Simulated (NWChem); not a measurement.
System: BeNH$_{2}$Br; SMILES [NH2][Be][Br]

```xyz
5

Be     0.0000     0.0000    -1.1375
Br     0.0000     0.0000     0.8411
N      0.0000     0.0000    -2.6358
H      0.0000    -0.8281    -3.2184
H      0.0000     0.8281    -3.2184
```
Atoms are numbered in this order, from 1.

Program: NWChem. Medium grid unless said otherwise, to which SCAN and Minnesota functionals are sensitive. All runs use the structure optimised with B3LYP/6-31G* (spherical d).

### Question
Among these, which level gives the lowest value of “dipole (D)”?
(A) TPSS/def2-SVP
(B) N12/def2-SVP
(C) BHandHLYP/def2-SVP
(D) LC-wPBE (HJS exchange hole, range parameter 0.4 per bohr)/def2-SVP

### Answer
B, N12/def2-SVP. Values: N12/def2-SVP 2.27; BHandHLYP/def2-SVP 2.41; TPSS/def2-SVP 2.42; LC-wPBE (HJS exchange hole, range parameter 0.4 per bohr)/def2-SVP 2.53
